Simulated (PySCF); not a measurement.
Compound: alpha-fenchol, C10H18O.
Geometry (PBE0-D3(BJ)/def2-SVP, Å), atoms numbered from 1 in this order:
```
atom  x, y, z in Å
C1     2.1724    0.9101    1.4476
C2     1.1555    0.2421    0.5506
C3     1.6072    0.0682   -0.9146
C4     0.7144   -1.0735   -1.4520
C5    -0.2581   -1.3152   -0.2922
C6     0.7017   -1.1817    0.8976
C7    -1.1968   -0.0924   -0.0969
C8    -1.8225    0.4287   -1.3868
C9    -2.3258   -0.4375    0.8732
C10   -0.2158    0.9559    0.5512
O11   -0.2201    2.2392   -0.0021
H12    1.8201    0.9410    2.4909
H13    2.3401    1.9496    1.1251
H14    3.1389    0.3816    1.4280
H15    1.5155    1.0049   -1.4916
H16    2.6752   -0.1963   -0.9527
H17    0.2167   -0.8371   -2.4021
H18    1.3099   -1.9828   -1.6274
H19   -0.8088   -2.2650   -0.3703
H20    1.5240   -1.9149    0.8744
H21    0.2135   -1.2425    1.8826
H22   -1.0827    0.7818   -2.1209
H23   -2.4941    1.2727   -1.1720
H24   -2.4117   -0.3625   -1.8771
H25   -2.9059    0.4640    1.1281
H26   -1.9431   -0.8630    1.8133
H27   -3.0187   -1.1713    0.4308
H28   -0.5106    1.1112    1.6026
H29    0.0654    2.1767   -0.9197
```

Probes without a nucleus sit at each ring's centroid and 1 Å off its mean plane on both sides; NICS is minus the shielding there, NICSzz its component along the normal. Level: GIAO B3LYP/pcSseg-1 (PySCF, non-relativistic, gas phase) on the PBE0-D3(BJ)/def2-SVP geometry, one conformer.

Ring bond lengths (Å): C2–C3 1.543, C3–C4 1.546, C4–C5 1.533, C5–C6 1.534, C6–C2 1.534; C2–C6 1.534, C6–C5 1.534, C5–C7 1.554, C7–C10 1.575, C10–C2 1.546.

Q: Give the NICS values of each ring in ppm.

A: 
| ring | type | NICS(0) | NICS(1), two faces | NICS(1)zz, two faces | rms pucker (Å) | centre to ring atoms, mean (Å) |
| --- | --- | --- | --- | --- | --- | --- |
| C2–C3–C4–C5–C6 | 5-membered carbocycle; formal bonds all single | -7.4 | -6.8 / -4.2 | -9.2 / -4.6 | 0.26 | 1.26 |
| C2–C6–C5–C7–C10 | 5-membered carbocycle; formal bonds all single | -7.6 | -4.8 / -7.2 | -2.9 / -5.4 | 0.27 | 1.27 |

Q: What can be read from them?

A: 
- C2–C3–C4–C5–C6: mean NICS(1)zz -6.9 ppm, shielded. C2, C3, C4, C5, C6 have four or more neighbours, so the value isn't read as a sign of a π ring current. The two faces differ by 4.6 ppm, so no symmetry operation interchanges them.
- C2–C6–C5–C7–C10: mean NICS(1)zz -4.2 ppm, shielded. C2, C5, C6, C7, C10 have four or more neighbours; no verdict on aromaticity is drawn.

Q: Give the inner angles of the rings.

A: 
- C2–C3–C4–C5–C6: C2 101.4°, C3 104.1°, C4 102.7°, C5 100.1°, C6 95.2°; sum 503.5° against 540° for a flat convex ring.
- C2–C6–C5–C7–C10: C2 99.6°, C6 95.2°, C5 102.2°, C7 101.5°, C10 104.2°; sum 502.7° against 540° for a flat convex ring.

Q: What are the shieldings of the ring atoms and their hydrogens in the same run (means over atoms taken as equivalent)?

A: 
```
atoms                    environment  σ isotropic (ppm)
   C2  sp3 carbon at a ring junction              128.0
   C3                ring CH2 carbon              151.3
   C4                ring CH2 carbon              149.9
   C5  sp3 carbon at a ring junction              128.4
   C6                ring CH2 carbon              135.6
   C7          quaternary sp3 carbon              138.6
  C10         carbinol carbon (C–OH)               91.6
  H15             methylene hydrogen              30.44
  H16             methylene hydrogen              30.41
  H17             methylene hydrogen              29.78
  H18             methylene hydrogen              30.00
  H19               methine hydrogen              30.01
  H20             methylene hydrogen              30.46
  H21             methylene hydrogen              30.06
```

The list is cut; further classes of hydrogen are left out.

Q: How do the values depend on the level or the medium?

A: 
```tsv
level	NICS(0), C2–C3–C4–C5–C6	mean NICS(1)zz, C2–C3–C4–C5–C6	NICS(0), C2–C6–C5–C7–C10	mean NICS(1)zz, C2–C6–C5–C7–C10
B3LYP/pcSseg-1, gas	-7.4	-6.9	-7.6	-4.2
PBE0/pcSseg-1, gas	-7.8	-7.3	-8.0	-4.5
```

The geometry is the same throughout.

Hardware: an Arm Neoverse V1 with one thread, no GPU, shared host with 32 logical CPUs at a one-minute load of 28. Cost: 82 s wall, 1.6 GiB resident at most. This is the whole shielding run at B3LYP/pcSseg-1, SCF included.
